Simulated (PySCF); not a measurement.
## EPR parameters of C6H9O2

Compound: C6H9O2 (doublet state).
Atom-mapped SMILES: `[CH3:1][CH:2]([CH3:3])[C:4]1[O:5][CH2:6][C:7]1=[O:8]` (hydrogens: H9, H10, H11 on C1; H12 on C2; H13, H14, H15 on C3; H16, H17 on C6)

Geometry (GFN2-xTB, Å), atoms numbered from 1 in this order:
```
atom  x, y, z in Å
C1    -1.5680   -1.1234    0.0312
C2    -0.8506    0.1689    0.4616
C3    -1.3202    1.3507   -0.3877
C4     0.6094   -0.0060    0.3144
O5     1.4557   -0.4686    1.2780
C6     2.5898   -0.3966    0.3827
C7     1.6109    0.1248   -0.6917
O8     1.7077    0.4725   -1.8516
H9    -1.3709   -1.3269   -1.0182
H10   -2.6397   -1.0102    0.1718
H11   -1.2248   -1.9673    0.6244
H12   -1.0666    0.3468    1.5212
H13   -0.8634    2.2760   -0.0460
H14   -2.4005    1.4508   -0.3233
H15   -1.0409    1.1946   -1.4262
H16    3.0249   -1.3788    0.2070
H17    3.3404    0.3049    0.7425
```

The hyperfine couplings belong to this conformer and change with its torsions.

The calculation used UKS B3LYP, pcH-1 on C H O, non-relativistic, mean-field spin-orbit, GIAO in PySCF. One conformer (not necessarily the lowest) at the GFN2-xTB geometry, without solvent, vibrations or thermal averaging. Couplings are sensitive to structure, and on GFN2-xTB geometries they can be far from those on DFT ones. The SCF solution wasn't tested for stability.

```json
{"g1, g2, g3": "2.00202, 2.00495, 2.00720", "g_iso": "2.00472", "Form of g": "rhombic: the two nearest values differ by 43 % of g3 − g1", "⟨S²⟩": "0.7576 (exact 0.7500)", "HOMO–LUMO gap, α and β orbitals": "5.99, 4.24 eV", "Total energy": "-384.45962 Eh"}
```

Hyperfine couplings atom by atom, in 10⁻⁴ cm⁻¹; T1 to T3 are the principal values of the dipolar part; ρ(0) is the spin density at the nucleus (1 × 10⁻⁴ cm⁻¹ = 2.998 MHz):

```csv
atom,isotope,a_iso,T1,T2,T3,Mulliken spin population,ρ(0) (bohr⁻³)
C1,13C,13.5,-1.1,-1.1,2.2,0.02,0.0359
C2,13C,-5.5,-0.5,0.2,0.3,-0.04,-0.0146
C3,13C,3.8,-0.5,-0.4,0.9,0.01,0.0101
C4,13C,16.1,-16.5,-16.2,32.7,0.56,0.0429
O5,17O,-7.6,-25.1,12.2,12.9,0.17,0.0376
C6,13C,-2.2,-0.5,-0.3,0.8,-0.01,-0.0058
C7,13C,-8.6,-2.5,0.6,1.9,0.01,-0.0229
O8,17O,-6.9,-30.1,14.9,15.2,0.28,0.0340
H9,1H,-0.5,-1.2,-0.4,1.7,0.00,-0.0003
H10,1H,4.3,-0.7,-0.4,1.2,0.01,0.0029
H11,1H,-0.7,-1.2,-0.5,1.7,0.00,-0.0005
H12,1H,5.1,-1.2,-1.0,2.2,0.01,0.0034
H13,1H,-0.3,-0.9,-0.7,1.6,0.00,-0.0002
H14,1H,1.3,-0.5,-0.4,0.9,0.00,0.0009
H15,1H,-0.3,-1.0,-0.5,1.5,0.00,-0.0002
H16,1H,-3.8,-1.4,-0.6,1.9,-0.01,-0.0026
H17,1H,-3.6,-1.4,-0.6,1.9,-0.01,-0.0024
```

The largest Mulliken spin populations are on C4 (+0.56), O8 (+0.28) and O5 (+0.17). Three atoms exceed +0.15. The angles at C4 add up to 359.9°, so it is planar.

The SMILES `CC(C)[C]1OCC1=O` draws the unpaired electron on C4, whose computed spin population is only +0.56.

Under fast tumbling the dipolar parts average out, and these isotropic splittings remain: 1 × 1H (H12, I = 1/2, 2 lines) with 0.54 mT, 2 × 1H (H16/H17, I = 1/2, 3 lines) with 0.40 mT and 6 × 1H (H9 (×6), I = 1/2, 7 lines) with 0.07 mT.

Class means assume fast exchange of nuclei equivalent by connectivity; if that motion is slow, each nucleus keeps its own coupling. The six 1H nuclei of mean +1.9 MHz run from -2.0 to 12.9 MHz in the frozen geometry.

The 13C coupling of C4 (48.2 MHz) shows only in satellite lines or after enrichment, since that isotope makes up about 1.07 % of natural carbon.

The 17O coupling of O5 (-22.8 MHz) shows only in satellite lines or after enrichment, since that isotope makes up about 0.038 % of natural oxygen.

The spin density at the nucleus, in bohr⁻³, is negative for C7 (-0.0229), C2 (-0.0146) and C6 (-0.0058), for instance. A restricted open-shell determinant has no negative spin density anywhere; here it arises because α and β orbitals differ (spin polarisation).
